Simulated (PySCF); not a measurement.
Si(H)(OH)(SeH)2 (H4OSe2Si), SMILES O[SiH]([SeH])[SeH].

Geometry: PBE-D3(BJ)/def2-SVP. This is a generated structure with no PubChem entry under its InChIKey; it may be hypothetical. One conformer was computed; it need not be the lowest.

Computed with PBE-D3(BJ)/def2-SVP in PySCF.

Frequencies are harmonic and unscaled.

| mode | ν (cm⁻¹) | IR (km/mol) | moving atoms (share of kinetic energy) |
|---|---|---|---|
| 1 | 94 | 1.0 | Se 79 %, Si 11 % |
| 2 | 126 | 7.0 | H 69 %, O 20 %, Se 8 % |
| 3 | 160 | 4.4 | H 45 %, O 38 %, Se 15 % |
| 4 | 210 | 0.8 | H 70 %, O 13 %, Si 13 % |
| 5 | 227 | 16.2 | H 46 %, O 26 %, Se 15 %, Si 14 % |
| 6 | 327 | 91.0 | H 73 %, O 18 % |
| 7 | 356 | 11.4 | Si 60 %, Se 25 %, H 11 % |
| 8 | 425 | 109.8 | Si 66 %, Se 16 %, H 15 % |
| 9 | 601 | 0.2 | H 95 % |
| 10 | 630 | 7.1 | H 93 % |
| 11 | 728 | 163.2 | H 89 %, Si 9 % |
| 12 | 765 | 62.1 | H 82 %, O 17 % |
| 13 | 853 | 296.0 | H 44 %, O 29 %, Si 27 % |
| 14 | 893 | 14.6 | H 56 %, O 25 %, Si 19 % |
| 15 | 2199 | 89.0 | H 97 % |
| 16 | 2341 | 13.4 | H 99 % |
| 17 | 2360 | 6.8 | H 99 % |
| 18 | 3739 | 83.1 | H 94 % |
